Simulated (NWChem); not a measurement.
System: ScH$_{2}$O$_{2}$Br; SMILES [OH][Sc]([OH])[Br]

The following NWChem deck was run.

```
start job
memory heap 200 mb stack 900 mb global 1100 mb
geometry units angstroms noautoz
  Sc     0.000000     0.000000     0.890108
  Br     0.000000     0.000000    -1.598543
  O      0.000000    -1.578423     1.817713
  H      0.000000    -2.304272     2.442660
  O      0.000000     1.578423     1.817713
  H      0.000000     2.304272     2.442660
end
basis spherical
  Sc library 6-31g*
  Br library 6-31g*
  O library 6-31g*
  H library 6-31g*
end
dft
  xc xpbe96 cpbe96
  iterations 150
  mulliken
end
task dft energy
```

Structure relaxed at the PBE0/def2-SVP level.

Task: What results follow from this input? (PBE/6-31G* (spherical d).) Quantities: basis functions; energy (Ha); highest occupied level (eV); orbital gap (eV); dipole (D).

Result: 
| Item | Value |
|---|---|
| number of basis functions | 98 |
| energy (Ha) | -3485.59 |
| highest occupied level (eV) | -6.28 |
| orbital gap (eV) | 3.61 |
| dipole (D) | 4.83 |
